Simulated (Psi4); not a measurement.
Psi4 input (wB97X-D/6-311+G**):

```
memory 1500 MB

molecule {
0 2
C     2.17646500   -0.35198300    0.10661700
N     0.78479800   -0.40990100   -0.00110500
B    -0.49677800    0.01747500   -0.03312100
C    -1.71156700   -0.98463600   -0.26013800
C    -0.79164300    1.58087100    0.16426700
H     2.55627500   -0.92973600    0.95628300
H     2.68248300   -0.68334600   -0.80669200
H     2.47507000    0.69586000    0.27443700
H    -2.28034800   -0.68810500   -1.14652600
H    -1.40351400   -2.02286900   -0.38318700
H    -2.40430500   -0.93010000    0.58500400
H    -1.32593000    1.96431800   -0.70980300
H    -1.45020800    1.72169600    1.02621400
H     0.10125100    2.18869500    0.31313600
symmetry c1
no_reorient
no_com
}

set {
  basis 6-311+G**
  reference uks
  scf_type df
  df_basis_scf def2-universal-jkfit
  dft_radial_points 99
  dft_spherical_points 590
  e_convergence 1e-8
  d_convergence 1e-7
  maxiter 150
}

e = energy('wb97x-d')
print_out(f'\nFINAL {e:.10f} DIPOLE {variable("CURRENT DIPOLE")[0]:.6f} {variable("CURRENT DIPOLE")[1]:.6f} {variable("CURRENT DIPOLE")[2]:.6f}\n')
```

From the output:

```
  HONO-1 :   19  A 1.9985430
  HONO-0 :   20  A 1.0000000
  LUNO+0 :   21  A 0.0014570
  LUNO+1 :   22  A 0.0010461
  LUNO+2 :   23  A 0.0005963
  LUNO+3 :   24  A 0.0002028

Computation Completed

Properties will be evaluated at   0.000000,   0.000000,   0.000000 [a0]

Properties computed using the SCF density matrix

 Multipole Moments:

 ------------------------------------------------------------------------------------
     Multipole            Electronic (a.u.)      Nuclear  (a.u.)        Total (a.u.)
 ------------------------------------------------------------------------------------

 L = 1.  Multiply by 2.5417464519 to convert [e a0] to [Debye]
 Dipole X            :          0.5827464           -0.0000000            0.5827464
 Dipole Y            :          0.0773425           -0.0000132            0.0773293
 Dipole Z            :          0.0525218            0.0000038            0.0525255
 Magnitude           :                                                    0.5901967

 ------------------------------------------------------------------------------------

FINAL -199.3133795095 DIPOLE 0.582746 0.077329 0.052526

*** Psi4 exiting successfully. Buy a developer a beer!
```

The geometry given is a B3LYP-D3(BJ)/def2-TZVP minimum.
